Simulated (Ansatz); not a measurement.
`C[SiH](C)O[SiH3]` → 2 C• + 10 H• + O• + 2 Si•  (atomization)

Gas-phase electronic energies from Ansatz, PBE0-D4/def2-TZVP geometries. CBS: MP2 limit from def2 TZ/QZ plus the TZ coupled-cluster correction, frozen cores. This one scheme is used for every species, atoms too. Open shells (•) are unrestricted, without spin–orbit coupling. Spin–orbit coupling would lower the free atoms: a little for C, O, Si. One conformer a species, not always the lowest.

```csv
species,HF/def2-QZVPP energy (Eh)
`C[SiH](C)O[SiH3]`,-734.52439
C•,-37.69363
H•,-0.49998
O•,-74.81863
Si•,-288.85873
```

Work out ΔE.

ΔE = 10 × (-0.49998) + 2 × (-37.69363) + 2 × (-288.85873) + (-74.81863) − (-734.52439) = 1.60124 Eh = +4204.1 kJ/mol. CCSD(T)/CBS gives +5490.7 kJ/mol.

Largest T1 diagnostic among the species: 0.012.

In def2-TZVPP, CCSD(T) changes the Hartree–Fock value by +1166.9 kJ/mol (the triples alone add +52.1 kJ/mol) and MP2 by +1197.9 kJ/mol; breaking electron pairs costs correlation energy, which Hartree–Fock lacks. From PBE to PBE0 (25 % exact exchange), in def2-TZVPP and without D4, ΔE moves by −31.4 kJ/mol: exact exchange takes away binding that semilocal exchange gives to molecules.

For atomizations the MP2-based limit and the directly extrapolated one differ by several kJ/mol either way, and by 10 to 25 for some Ge, Se and Sn compounds, so smaller differences from it don't rank the levels.
